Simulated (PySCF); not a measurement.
SMILES C(C)[O][Al]([OH])[O]CC at its GFN2-xTB optimised geometry (Å):

```
19

Al    -0.8396     0.8115     0.0000
O     -1.7310     2.2127     0.0000
H     -2.6572     2.4135    -0.0002
O     -1.6695    -0.6281     0.0010
C     -1.6015    -2.0222    -0.0015
C     -0.1694    -2.5325    -0.0282
H     -2.1123    -2.3907     0.8981
H     -2.1449    -2.3884    -0.8828
H      0.3626    -2.1575     0.8429
H     -0.1505    -3.6196    -0.0280
H      0.3297    -2.1587    -0.9190
O      0.8210     0.8115     0.0000
C      1.9971     1.5648    -0.0001
C      1.7246     3.0608     0.0008
H      2.5788     1.2909     0.8902
H      2.5782     1.2919    -0.8910
H      1.1443     3.3216     0.8826
H      2.6572     3.6196    -0.0006
H      1.1414     3.3220    -0.8789
```

Computed with CAM-B3LYP/def2-SVP in PySCF. Cells within 0.4 Å of a nucleus heavier than hydrogen are left out (blank, or x).

Map of the deformation density (molecule minus spherical neutral atoms) (e/bohr³) on the plane z = 0.0 Å:

```
|22222222222222222222222222222|
|22222222222222222222222222222|
|22222222222222222222222222222|
|22222222222222222222222222222|
|22222222222222222112212222222|
|22222222222222221114411222222|
|222222222222222123x9922222222|
|222222111233222114x6422222222|
|2222221055x522211185112222222|
|2222221053x321111286011222222|
|222222212375212211xx011222222|
|222222222232113535xx321222222|
|222222222211x13xx210212222222|
|222222222211x123x311122222222|
|22222222233421223222222222222|
|2222222237x842222222222222222|
|2222222223x321122222222222222|
|22222222115311112222222222222|
|2222222110x221121222222222222|
|2222222113xx85432222222222222|
|2222222222026xx11222222222222|
|22222222110126721222222222222|
|22222222211127931222222222222|
|22222222222222222222222222222|
|22222222222221122222222222222|
|22222222222222222222222222222|
|22222222222222222222222222222|
|22222222222222222222222222222|
|22222222222222222222222222222|
```
Scale: ten equal steps from -0.028 (start of '0') to 0.087 (end of '9'), in the order '0123456789'; x runs from -6.00 to 6.00, y from -6.00 (bottom) to 6.00 (top).
